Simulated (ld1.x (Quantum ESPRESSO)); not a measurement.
## u(r) = r·R(r): atom against pseudo-atom (zirconium)

Columns: radius, all-electron u(r) and pseudo u(r) of the 5s shell (level -13.24 eV) of zirconium in the configuration [Kr] 4d2 5s0.5 5p0; LDA (PZ), scalar-relativistic, PAW scheme, ld1.x (Quantum ESPRESSO) 7.5.

```tsv
r (bohr)	all-electron	pseudo
0.170	-0.0453	0.0162
0.340	0.2005	0.0344
0.510	0.0376	0.0565
0.680	-0.1938	0.0841
0.850	-0.3136	0.1182
1.020	-0.3087	0.1591
1.190	-0.2178	0.2066
1.360	-0.0828	0.2597
1.530	0.0651	0.3169
1.700	0.2067	0.3761
1.870	0.3314	0.4349
2.040	0.4344	0.4906
2.210	0.5147	0.5407
2.380	0.5733	0.5826
2.550	0.6124	0.6144
2.720	0.6343	0.6344
2.890	0.6420	0.6420
3.060	0.6377	0.6377
3.230	0.6241	0.6241
3.400	0.6032	0.6032
3.570	0.5768	0.5768
3.740	0.5466	0.5466
3.910	0.5138	0.5138
4.080	0.4797	0.4797
4.250	0.4451	0.4451
4.420	0.4106	0.4106
```

Problem. How many radial nodes do the two functions have?

Solution. The all-electron 5s function has n − l − 1 = 4 (the table is too coarse to show those close to the nucleus); the pseudo-wave has 0, since the states of the same l below it are removed with the core.

Problem. At about which radius was the pseudo-wave matched?

Solution. 2.85 bohr, where the columns begin to agree (steps of 0.17 bohr).

Problem. Is the pseudo-wave norm-conserving?

Solution. No, it belongs to a PAW set: the norm inside the radius is not constrained, and the difference is carried by the augmentation charge.
